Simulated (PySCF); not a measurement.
AsH₄Si, SMILES [SiH2][AsH2], multiplicity 2. Atoms are numbered in the order given.

```xyz
6

Si    -1.6118    -0.1137     0.0000
As     0.7558     0.0708     0.0000
H     -2.1402     0.5857    -1.2047
H     -2.1402     0.5857     1.2047
H      0.9518    -0.9583    -1.1069
H      0.9518    -0.9583     1.1069
```
Charge 0, spin multiplicity 2.

Coordinates come from a B3LYP-D3(BJ)/def2-TZVP optimisation. The isomer is the one that the SMILES or the coordinates give; other isomers of the formula were not compared.

Level of theory: PySCF with B3LYP/def2-TZVPD.

Mulliken values depend strongly on the basis, most of all with diffuse functions as here. ESP charges are fitted to the potential on shells at 1.4 to 2.0 van der Waals radii. Atomic charges (e):

```json
[
 {"atom": "Si1", "meta-Löwdin": "___", "ESP fit": "-0.04", "Mulliken spin": "0.79"},
 {"atom": "As2", "meta-Löwdin": "___", "ESP fit": "-0.07", "Mulliken spin": "0.12"},
 {"atom": "H3", "meta-Löwdin": "___", "ESP fit": "0.01", "Mulliken spin": "0.04"},
 {"atom": "H4", "meta-Löwdin": "___", "ESP fit": "0.01", "Mulliken spin": "0.04"},
 {"atom": "H5", "meta-Löwdin": "___", "ESP fit": "0.05", "Mulliken spin": "0.01"},
 {"atom": "H6", "meta-Löwdin": "___", "ESP fit": "0.05", "Mulliken spin": "0.01"}
]
```

Problem. Some entries are withheld; supply them. (An estimate is asked for; the answer gives what the named calculation found.)

Solution. 
- Si1, meta-Löwdin: 0.19
- As2, meta-Löwdin: -0.04
- H3, meta-Löwdin: -0.08
- H4, meta-Löwdin: -0.08
- H5, meta-Löwdin: 0.00
- H6, meta-Löwdin: 0.00
